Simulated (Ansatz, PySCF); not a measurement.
This singlet lies 1.86 eV below the relaxed triplet at the level frozen-core CCSD(T)/cc-pVTZ // B3LYP-D3(BJ)/def2-TZVP (Ansatz, an electronic-structure program).

B3LYP has the VWN-RPA correlation part, as in Gaussian. 

## CH₄OSi, SMILES `C[Si]O` (lower singlet; C–Si–O–H torsion 0°) (charge 0, multiplicity 1)

The numbers are results of B3LYP-D3(BJ)/def2-TZVP run with PySCF, not measurements.

- HOMO: -6.17 eV
- dipole moment: 2.21 D
- HOMO–LUMO gap: 4.33 eV
- LUMO: -1.84 eV
- total energy: -405.3265 Ha
- cost: very roughly 19 core-seconds

```xyz
7

C     -0.8416     0.0846     0.1671
Si     0.5115    -1.1266     0.7725
O      1.8708    -0.3993     0.1518
H     -1.8427    -0.2134     0.4860
H     -0.8388     0.1422    -0.9284
H     -0.6514     1.0956     0.5478
H      1.7922     0.4170    -0.3567
```
